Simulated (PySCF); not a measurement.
**How methods differ on the excitation energy of Ir⁺**

Ir⁺ [Xe] 4f14 5d7 6s1 (5F) → Ir⁺ [Xe] 4f14 5d8 (3F), as a difference of total energies. All numbers are calculated (PySCF 2.14, the spin-free X2C one-electron Hamiltonian (Gaussian nucleus), in ANO-RCC-VTZP). Correlated levels: valence: [Xe] 4f14 frozen; valence and next inner shell: [Kr] 4d10 4f14 frozen. The calculations carry no spin-orbit coupling.

| method | excitation energy (eV) | error (eV) |
| --- | --- | --- |
| UHF | 0.835 | +0.473 |
| LDA | 0.238 | -0.124 |
| PBE | 0.365 | +0.003 |
| PBE0 | 0.331 | -0.031 |
| r2SCAN | 0.672 | +0.310 |
| MP2 (valence) | 0.221 | -0.141 |
| SCS-MP2 (valence) | -0.108 | -0.470 |
| MP2 (valence and next inner shell) | 0.367 | +0.005 |
| SCS-MP2 (valence and next inner shell) | 0.140 | -0.222 |

Reference: 0.362 eV (measured; NIST levels, between the centres of gravity of the two terms).

Errors of the correlated levels include the incompleteness of this basis and the frozen core.
